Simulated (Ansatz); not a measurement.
`F[Si](F)(F)Br` + H–F → `F[Si](F)(F)F` + HBr at 700 K and 1 bar (ligand exchange at the Si–Br bond).

Isolated molecules relaxed with PBE0-D4/def2-TZVP in Ansatz; ΔE leaves out vibrations. CBS: MP2 limit from def2 TZ/QZ plus the TZ coupled-cluster correction, frozen cores. This one scheme is used for every species. For Br outer-core shells are correlated without core-valence functions, which leaves a few kJ/mol of doubt a bond. Scalar relativity is left out up to krypton.

```json
{"species": "`F[Si](F)(F)Br`", "CCSD(T)/CBS energy (Eh)": "-3162.03492", "H − E (kJ/mol)": "82.3", "S (J/(mol·K))": "396.9"}
{"species": "H–F", "CCSD(T)/CBS energy (Eh)": "-100.39570", "H − E (kJ/mol)": "45.2", "S (J/(mol·K))": "198.5"}
{"species": "`F[Si](F)(F)F`", "CCSD(T)/CBS energy (Eh)": "-688.53452", "H − E (kJ/mol)": "84.2", "S (J/(mol·K))": "357.6"}
{"species": "HBr", "CCSD(T)/CBS energy (Eh)": "-2573.91920", "H − E (kJ/mol)": "36.5", "S (J/(mol·K))": "223.7"}
```

H − E and S are ideal-gas, rigid-rotor, harmonic terms from PBE0-D4/def2-TZVP. 1 Eh = 2625.50 kJ/mol, R = 8.31446 J/(mol·K).

By hand: ΔE, ΔH, ΔS and ΔG.

ΔE = (-688.53452) + (-2573.91920) − (-3162.03492) − (-100.39570) = -0.02310 Eh = -60.6 kJ/mol. Δ(H − E) = 84.2 + 36.5 − 82.3 − 45.2 = -6.8, so ΔH = -67.4 kJ/mol. ΔS = 357.6 + 223.7 − 396.9 − 198.5 = -14.1 J/(mol·K). ΔG = -67.4 − 700 × (-14.1)/1000 = -57.5 kJ/mol.

By hand: the equilibrium constant, and the temperature at which ΔG would vanish if ΔH and ΔS stayed fixed.

log₁₀ K = −ΔG/(RT ln 10) = 4.3. ΔG = 0 at ΔH/ΔS = 4780 K, far beyond where these terms or the molecules hold.

The number of gas molecules stays the same, so ΔS is small and ΔH decides. A doubt of 5 kJ/mol in ΔE shifts log₁₀ K by 0.4 here. These are equilibria of isolated gas molecules and say nothing of rates. Largest T1 diagnostic: 0.011 (customary marks: 0.02 for closed shells, 0.045 for open ones).
